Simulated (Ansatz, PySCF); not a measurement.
The pair A = selenium dioxide (SMILES O=[Se]=O) (first 3 atoms), B = C2H4 (SMILES C=C); geometry from B3LYP-D3(BJ)/def2-TZVP.
(charge 0, multiplicity 1):
```xyz
9

O      1.1723    -0.9372     1.0497
Se    -0.2747    -0.3014     1.3751
O     -0.3172     1.3035     1.2132
C      0.6530    -0.2393     4.4194
C     -0.6056     0.1483     4.6003
H      0.9777    -1.2480     4.6431
H      1.4073     0.4388     4.0397
H     -0.9259     1.1576     4.3728
H     -1.3591    -0.5286     4.9847
```

Correlated levels freeze the cores. Filled d and f shells under p-block atoms count as core. CBS(a, b) extrapolates the correlation energy as X⁻³ and adds the Hartree–Fock energy of set b. MP2 and its Hartree–Fock in aug-cc-pVTZ are density fitted.

Codes used: Ansatz (an electronic-structure program) with Gaussian orbitals; PySCF for the dispersion terms. 

The monomers are drawn apart, rigid, along the line of their centres of mass. Counterpoise-corrected interaction energies (kcal/mol):

```csv
level,R = 4.482 Å,R = 5.755 Å
PBE/def2-TZVPPD,-1.1357,-0.3278
PBE-D3(BJ)/def2-TZVPPD,-1.6881,-0.4694
wB97M-V/def2-TZVPPD,-1.5327,-0.4758
"MP2/CBS(aug-cc-pVDZ, aug-cc-pVTZ) + ΔCCSD(T)/aug-cc-pVDZ",-1.4335,-0.4335
```

**Question.** R is the distance of the centres of mass. Find the local exponent m of E ∝ R⁻ᵐ between the two points.

**Answer.** 
m = ln(E₁/E₂)/ln(R₂/R₁): PBE/def2-TZVPPD 5.0; PBE-D3(BJ)/def2-TZVPPD 5.1; wB97M-V/def2-TZVPPD 4.7; MP2/CBS(aug-cc-pVDZ, aug-cc-pVTZ) + ΔCCSD(T)/aug-cc-pVDZ 4.8. For scale, two fixed dipoles give m = 3, dipole and quadrupole 4, quadrupoles 5, and dispersion or dipole-induced dipole 6 at long range; at these distances several terms mix, and what is left of overlap and damping shifts m, so it need not match one of them.
